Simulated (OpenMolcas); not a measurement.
CH5FOSn (SMILES C[O][SnH2][F]): methods side by side

CH5FOSn has 9 atoms, charge 0, and is taken as a singlet. As SMILES, `C[O][SnH2][F]`. The coordinates come from a PBE0-D4/def2-TZVP relaxation. This is one conformer, not always the lowest.

```jsonl
{"atom": "C", "x (Å)": "0.5185", "y (Å)": "1.3729", "z (Å)": "0.0701"}
{"atom": "O", "x (Å)": "0.8680", "y (Å)": "0.0818", "z (Å)": "-0.3738"}
{"atom": "Sn", "x (Å)": "-0.3995", "y (Å)": "-1.3884", "z (Å)": "-0.2438"}
{"atom": "F", "x (Å)": "-0.6974", "y (Å)": "-1.6294", "z (Å)": "1.6405"}
{"atom": "H", "x (Å)": "1.3133", "y (Å)": "2.0605", "z (Å)": "-0.2311"}
{"atom": "H", "x (Å)": "-0.4206", "y (Å)": "1.7317", "z (Å)": "-0.3734"}
{"atom": "H", "x (Å)": "0.4221", "y (Å)": "1.4182", "z (Å)": "1.1609"}
{"atom": "H", "x (Å)": "-1.9160", "y (Å)": "-0.9243", "z (Å)": "-0.8599"}
{"atom": "H", "x (Å)": "0.3999", "y (Å)": "-2.7691", "z (Å)": "-0.8064"}
```

Quantity: the HOMO–LUMO gap, in eV. The values are calculated.

```
                           level           kind     program  value (eV)  CPU time
    HF/def2-SVP (core potential)   Hartree–Fock  OpenMolcas       14.94      14 s
 SVWN5/def2-SVP (core potential)            LDA  OpenMolcas        4.92      45 s
  BLYP/def2-SVP (core potential)            GGA  OpenMolcas        4.96      55 s
revPBE/def2-SVP (core potential)            GGA  OpenMolcas        5.08      55 s
 M06-L/def2-SVP (core potential)       meta-GGA  OpenMolcas        5.79      68 s
  TPSS/def2-SVP (core potential)       meta-GGA  OpenMolcas        5.34      72 s
  PBE0/def2-SVP (core potential)  global hybrid  OpenMolcas        7.68      47 s
B2PLYP/def2-SVP (core potential)  double hybrid  OpenMolcas       10.44      32 s
```

The values span 4.92 to 14.94 eV. Orbital gaps aren't excitation energies, and those of double hybrids come from the SCF part alone; they tend to grow with the share of exact exchange. Times are those of the runs behind each value, whatever else they computed, on shared processors of several kinds: orders of magnitude only.
